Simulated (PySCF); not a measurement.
PySCF input for C3H3F3, SMILES F[C@H]1[C@H](F)[C@H]1F, TDA-PBE/def2-SVPD. Geometry optimised at PBE0-D3(BJ)/def2-SVP. The structure was generated by enumeration; whether it is a known compound was not checked.

```python
import numpy as np
from pyscf import gto, scf, dft, tdscf

mol = gto.M(
    atom='''
    F    -1.20015229    0.20328760    1.40819613
    C    -0.21433925   -0.43753146    0.75248715
    C    -0.21433925   -0.43753147   -0.75248715
    F    -1.20015230    0.20328760   -1.40819612
    C     0.77081247    0.38991885   -0.00000000
    F     2.07761857    0.05286621   -0.00000000
    H     0.13786530   -1.34658909    1.25358803
    H     0.13786529   -1.34658908   -1.25358804
    H     0.57563977    1.46906991   -0.00000001
    ''',
    basis='def2-SVPD',
    charge=0,
    spin=0,
    symmetry=True,
    max_memory=1600,
    verbose=4,
)
mf = dft.RKS(mol, xc='pbe').density_fit(auxbasis='def2-universal-jkfit')
mf.grids.level = 3
mf.conv_tol = 1e-9
mf.max_cycle = 100
mf.kernel()
mf.grids = dft.Grids(mol).set(level=1).build(with_non0tab=True)  # coarser grid for the response kernel
td = tdscf.TDA(mf)
td.singlet = True
td.nstates = 10
td.conv_tol = 1e-4
td.positive_eig_threshold = 1e-6
td.kernel(x0=td.get_init_guess(mf, 15))
td.analyze()
tt = tdscf.TDA(mf)
tt.singlet = False
tt.nstates = 4
tt.conv_tol = 1e-4
tt.positive_eig_threshold = 1e-6
tt.kernel(x0=tt.get_init_guess(mf, 9))
tt.analyze(verbose=3)
```

Output:

```
PySCF version 2.14.0

[INPUT] verbose = 4
[INPUT] num. atoms = 9
[INPUT] num. electrons = 48
[INPUT] charge = 0
[INPUT] spin (= nelec alpha-beta = 2S) = 0
[INPUT] symmetry True subgroup None
[INPUT] Mole.unit = angstrom
[INPUT] Symbol           X                Y                Z      unit          X                Y                Z       unit  Magmom
[INPUT]  1 F     -1.200152290000   0.203287600000   1.408196130000 AA   -2.267959135870   0.384157888520   2.661105015372 Bohr   0.0
[INPUT]  2 C     -0.214339250000  -0.437531460000   0.752487150000 AA   -0.405042480245  -0.826814630281   1.421994625755 Bohr   0.0
[INPUT]  3 C     -0.214339250000  -0.437531470000  -0.752487150000 AA   -0.405042480245  -0.826814649178  -1.421994625755 Bohr   0.0
[INPUT]  4 F     -1.200152300000   0.203287600000  -1.408196120000 AA   -2.267959154767   0.384157888520  -2.661104996475 Bohr   0.0
[INPUT]  5 C      0.770812470000   0.389918850000   0.000000000000 AA    1.456624461700   0.736839837305   0.000000000000 Bohr   0.0
[INPUT]  6 F      2.077618570000   0.052866210000   0.000000000000 AA    3.926130088611   0.099902658144   0.000000000000 Bohr   0.0
[INPUT]  7 H      0.137865300000  -1.346589090000   1.253588030000 AA    0.260527659081  -2.544684582427   2.368938049733 Bohr   0.0
[INPUT]  8 H      0.137865290000  -1.346589080000  -1.253588040000 AA    0.260527640184  -2.544684563530  -2.368938068630 Bohr   0.0
[INPUT]  9 H      0.575639770000   1.469069910000  -0.000000010000 AA    1.087801511708   2.776139787739  -0.000000018897 Bohr   0.0

nuclear repulsion = 245.847872474881
point group symmetry = Cs
symmetry origin: [ 2.31296463e-17 -1.96846472e-09  2.75585064e-09]
symmetry axis x: [1.00000000e+00 1.14957901e-09 1.02100112e-09]
symmetry axis y: [ 1.14957901e-09 -1.00000000e+00  1.38516829e-09]
symmetry axis z: [-1.02100112e-09  1.38516806e-09  1.00000000e+00]
num. orbitals of irrep A' = 87
num. orbitals of irrep A" = 66
number of shells = 63
number of NR pGTOs = 219
number of NR cGTOs = 153
basis = def2-SVPD
ecp = {}


[settings echo left out]
init E= -415.642113874195
HOMO (A") = -0.304669894893789  LUMO (A') = -0.0534397416975469  gap/eV = 6.83632
cycle= 1 E= -414.819190150849  delta_E= 0.823  |g|= 0.586  |ddm|= 3.91
HOMO (A") = -0.217428190669277  LUMO (A') = -0.0223523065929094  gap/eV = 5.30829
cycle= 2 E= -414.66590686191  delta_E= 0.153  |g|= 1.15  |ddm|= 1.41
HOMO (A") = -0.252686665463603  LUMO (A') = -0.0275503194157203  gap/eV = 6.12627
cycle= 3 E= -414.873018777682  delta_E= -0.207  |g|= 0.101  |ddm|= 0.92
HOMO (A") = -0.265056052107205  LUMO (A') = -0.0357807721116941  gap/eV = 6.23890
cycle= 4 E= -414.875000935055  delta_E= -0.00198  |g|= 0.0339  |ddm|= 0.14
HOMO (A") = -0.260528092990779  LUMO (A') = -0.0324876091295674  gap/eV = 6.20530
cycle= 5 E= -414.875271571392  delta_E= -0.000271  |g|= 0.00603  |ddm|= 0.0428
HOMO (A") = -0.261045386568774  LUMO (A') = -0.0327988598287328  gap/eV = 6.21090
cycle= 6 E= -414.875276432237  delta_E= -4.86e-06  |g|= 0.00316  |ddm|= 0.00754
HOMO (A") = -0.261077495628139  LUMO (A') = -0.0328613700833782  gap/eV = 6.21008
cycle= 7 E= -414.875278009548  delta_E= -1.58e-06  |g|= 0.000427  |ddm|= 0.00294
HOMO (A") = -0.26106824507063  LUMO (A') = -0.0328509923956766  gap/eV = 6.21011
cycle= 8 E= -414.875278046672  delta_E= -3.71e-08  |g|= 6.68e-05  |ddm|= 0.000818
HOMO (A") = -0.261069970464652  LUMO (A') = -0.032852307208735  gap/eV = 6.21012
cycle= 9 E= -414.87527804765  delta_E= -9.78e-10  |g|= 9.4e-06  |ddm|= 0.000132
HOMO (A") = -0.26107151900233  LUMO (A') = -0.032853346386799  gap/eV = 6.21013
Extra cycle  E= -414.875278047654  delta_E= -4.21e-12  |g|= 9.55e-06  |ddm|= 3.26e-05
converged SCF energy = -414.875278047654
tot grids = 38856
Overwritten attributes  positive_eig_threshold  of <class 'pyscf.tdscf.rks.TDA'>


******** <class 'pyscf.tdscf.rks.TDA'> for <class 'pyscf.df.df_jk.DFSymAdaptedRKS'> ********
nstates = 10 singlet
deg_eia_thresh = 1.000e-03
wfnsym = None
conv_tol = 0.0001
eigh lindep = 1e-12
eigh level_shift = 0
eigh max_cycle = 100


Excitation energies (eV)
[6.39857115 6.52406569 7.5738022  7.70418038 7.81432221 7.95615085
 8.10460984 8.20668048 8.75534519 8.81339619]

** Singlet excitation energies and oscillator strengths **
Excited State   1:   A"      6.39857 eV    193.77 nm  f=0.0007
      24 -> 25        0.70486
Excited State   2:   A'      6.52407 eV    190.04 nm  f=0.0003
      23 -> 25        0.70408
Excited State   3:   A"      7.57380 eV    163.70 nm  f=0.0068
      24 -> 26       -0.70327
Excited State   4:   A'      7.70418 eV    160.93 nm  f=0.0135
      23 -> 26        0.69227
      23 -> 27        0.13401
Excited State   5:   A"      7.81432 eV    158.66 nm  f=0.0114
      24 -> 27        0.70270
Excited State   6:   A'      7.95615 eV    155.83 nm  f=0.0024
      23 -> 26        0.12793
      23 -> 27       -0.68687
Excited State   7:   A'      8.10461 eV    152.98 nm  f=0.0190
      24 -> 28       -0.69910
Excited State   8:   A"      8.20668 eV    151.08 nm  f=0.0009
      23 -> 28       -0.70569
Excited State   9:   A'      8.75535 eV    141.61 nm  f=0.0160
      22 -> 25       -0.69503
      24 -> 30        0.10584
Excited State  10:   A"      8.81340 eV    140.68 nm  f=0.0005
      24 -> 29        0.68816
      24 -> 31        0.14851

** Transition electric dipole moments (AU) **
state          X           Y           Z        Dip. S.      Osc.
  1        -0.0000      0.0000      0.0659      0.0043      0.0007
  2        -0.0078     -0.0393      0.0000      0.0016      0.0003
  3         0.0000      0.0000      0.1912      0.0366      0.0068
  4         0.2134     -0.1610     -0.0000      0.0715      0.0135
  5         0.0000      0.0000      0.2443      0.0597      0.0114
  6        -0.0068      0.1116     -0.0000      0.0125      0.0024
  7         0.0672     -0.3020     -0.0000      0.0957      0.0190
  8         0.0000      0.0000     -0.0673      0.0045      0.0009
  9        -0.0071     -0.2731     -0.0000      0.0746      0.0160
 10         0.0000      0.0000      0.0492      0.0024      0.0005

** Transition velocity dipole moments (imaginary part, AU) **
state          X           Y           Z        Dip. S.      Osc.
  1        -0.0000     -0.0000      0.0008      0.0000      0.0000
  2         0.0233      0.0129     -0.0000      0.0007      0.0020
  3         0.0000      0.0000      0.0502      0.0025      0.0060
  4         0.0558     -0.0196      0.0000      0.0035      0.0082
  5        -0.0000      0.0000      0.0512      0.0026      0.0061
  6         0.0311      0.0486      0.0000      0.0033      0.0076
  7         0.0120     -0.0722      0.0000      0.0054      0.0120
  8        -0.0000     -0.0000     -0.0211      0.0004      0.0010
  9        -0.0168     -0.0222      0.0000      0.0008      0.0016
 10         0.0000     -0.0000     -0.0319      0.0010      0.0021

** Transition magnetic dipole moments (imaginary part, AU) **
state          X           Y           Z
  1         0.2619     -0.2677      0.0000
  2         0.0000      0.0000      0.0862
  3        -0.0965      0.3007     -0.0000
  4         0.0000     -0.0000     -0.4202
  5        -0.6941      0.0591      0.0000
  6         0.0000      0.0000      0.1789
  7         0.0000      0.0000      0.3277
  8        -0.3142     -0.1724      0.0000
  9         0.0000     -0.0000     -0.1203
 10         0.0779     -0.3547      0.0000


******** <class 'pyscf.tdscf.rks.TDA'> for <class 'pyscf.df.df_jk.DFSymAdaptedRKS'> ********
nstates = 4 triplet
deg_eia_thresh = 1.000e-03
wfnsym = None
conv_tol = 0.0001
eigh lindep = 1e-12
eigh level_shift = 0
eigh max_cycle = 100


Excitation energies (eV)
[5.99703125 6.09769005 7.44735832 7.57169639]

** Triplet excitation energies and oscillator strengths **
Excited State   1:   A"      5.99703 eV    206.74 nm  f=0.0000
Excited State   2:   A'      6.09769 eV    203.33 nm  f=0.0000
Excited State   3:   A"      7.44736 eV    166.48 nm  f=0.0000
Excited State   4:   A'      7.57170 eV    163.75 nm  f=0.0000
```

The calculation finished and met its thresholds.

Cost: roughly 50 core-seconds.
